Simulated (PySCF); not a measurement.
Input of a run (PBE0-D3(BJ)/def2-SVP geometry optimisation, gas phase, def2 core potentials past Kr (PySCF 2.14.0)), started from GFN2-xTB:
```
{"job": {"xc": "PBE0", "basis": "def2-SVP", "d3": "d3bj", "grid": 1, "maxiter": 30, "shake": 0.03, "kind": "geom"}, "charge": 0, "multiplicity": 1}
Sb     0.056460    -0.070660     0.999080
Br     2.171830    -0.043860    -0.324760
Br    -1.128270     1.898600    -0.370390
Br    -1.016740    -1.874530    -0.334400
```

Output (energies in Eh, forces in Eh/bohr):
```
step   0  E = -7961.02403371  max force = 0.022045
step   1  E = -7961.02939022  max force = 0.007926
step   2  E = -7961.02977654  max force = 0.002911
step   3  E = -7961.02980935  max force = 0.001260
step   4  E = -7961.02974538  max force = 0.002262
step   5  E = -7961.02974466  max force = 0.001763
step   6  E = -7961.02976925  max force = 0.001012
step   7  E = -7961.02979085  max force = 0.000793
step   8  E = -7961.02979102  max force = 0.000795
optimisation converged
```

**Question.** Summarise the run.

**Answer.** The energy falls by 3.6 kcal/mol over 9 energy and gradient evaluations, the largest force component goes from 0.0220 to 8.0e-04 Eh/bohr, and the atoms move by 0.087 Å rms after alignment. The bond that changes most is Sb1–Br3 (ends: antimony bonded to 3 Br; bromine bonded to Sb), which shortens by 0.162 Å. Bonds longer at the end by more than 0.005 Å: 2 of 3; shorter: 1. Among the angles that change most is Br3–Sb1–Br4, from 93.9° to 98.5°. The energy rose by more than 1e-6 Eh at step 4. The first step brought 93 % of the lowering.

**Question.** What are the final bond lengths?

**Answer.** Sb1–Br2 2.520 Å, Sb1–Br3 2.513 Å, Sb1–Br4 2.513 Å. Numbering counts from 1 in the input's order; the species is `[Br][Sb]([Br])[Br]`.

The run used 122 basis functions and 57 SCF cycles in all.

No frequency check.
